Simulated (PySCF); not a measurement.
**Mayer bond orders and bond lengths**

Tetraethylborate, C8H20B (charge -1).
SMILES with atom numbers: `[CH3:1][CH2:2][B-:3]([CH2:4][CH3:5])([CH2:6][CH3:7])[CH2:8][CH3:9]` (hydrogens: H10, H11, H12 on C1; H13, H14 on C2; H15, H16 on C4; H17, H18, H19 on C5; H20, H21 on C6; H22, H23, H24 on C7; H25, H26 on C8; H27, H28, H29 on C9)

Cartesian coordinates in Å at the PBE0-D3(BJ)/def2-SVP level; atoms count from 1:
```
atom  x, y, z in Å
C1     1.9855   -1.8577   -0.4530
C2     1.1547   -0.7236   -1.0441
B3    -0.0118   -0.0821   -0.0558
C4    -0.7666    1.1176   -0.9165
C5    -1.8857    1.8629   -0.1971
C6     0.6633    0.5255    1.3312
C7     1.7196    1.6098    1.1468
C8    -1.0970   -1.2471    0.4068
C9    -1.8389   -1.9614   -0.7177
H10    2.7591   -2.2584   -1.1380
H11    1.3479   -2.7097   -0.1580
H12    2.5078   -1.5348    0.4649
H13    0.6845   -1.0809   -1.9835
H14    1.8411    0.0841   -1.3724
H15   -1.1722    0.6925   -1.8579
H16   -0.0104    1.8560   -1.2546
H17   -1.5154    2.3499    0.7222
H18   -2.3690    2.6527   -0.8060
H19   -2.6855    1.1724    0.1235
H20   -0.1400    0.9213    1.9864
H21    1.1080   -0.3058    1.9166
H22    2.5719    1.2407    0.5494
H23    2.1386    2.0010    2.0954
H24    1.3123    2.4759    0.5960
H25   -0.5762   -2.0069    1.0256
H26   -1.8435   -0.8001    1.0955
H27   -2.5579   -2.7299   -0.3702
H28   -1.1361   -2.4680   -1.4024
H29   -2.4092   -1.2476   -1.3379
```

Bond orders from the PBE0/pcSseg-1 density (PySCF). One conformer (not necessarily the lowest) at the PBE0-D3(BJ)/def2-SVP geometry, without solvent, vibrations or thermal averaging. The pcSseg-1 basis has no diffuse functions, a weakness for an anion.

Question: How far do the computed orders between heavy atoms stray from the drawn ones?

Answer: The largest departure is 0.148, at C2–B3 (drawn single, 0.852), B3–C6 (drawn single, 0.852), B3–C8 (drawn single, 0.852) and B3–C4 (drawn single, 0.853). Drawn single, order below 0.88: C2–B3 (0.852), B3–C4 (0.853), B3–C6 (0.852) and B3–C8 (0.852). The SMILES, with its formal charges, is one Lewis structure only.

Question: Give the Mayer order of every bond between heavy atoms, beside its length.

Answer: 
```
 bond  drawn as  length (Å)  Mayer order
C1–C2    single       1.525        1.069
C2–B3    single       1.658        0.852
B3–C4    single       1.658        0.853
C4–C5    single       1.525        1.069
B3–C6    single       1.658        0.852
C6–C7    single       1.525        1.069
B3–C8    single       1.658        0.852
C8–C9    single       1.525        1.069
```

Question: And the bonds to hydrogen?

Answer: C–H: 0.97 (20 bonds).

Question: Sum the orders of all bonds at each heavy atom with more than one neighbour and set the sums beside the valence in the SMILES.

Answer: C1 3.975 (drawn 4), C2 3.855 (drawn 4), B3 3.409 (drawn 4), C4 3.856 (drawn 4), C5 3.976 (drawn 4), C6 3.855 (drawn 4), C7 3.975 (drawn 4), C8 3.855 (drawn 4), C9 3.976 (drawn 4). Orders between atoms that aren't bonded are not in these sums.

The Mayer order sums products of elements of PS (density times overlap matrix) between the two atoms' basis functions, so it depends on the basis set.
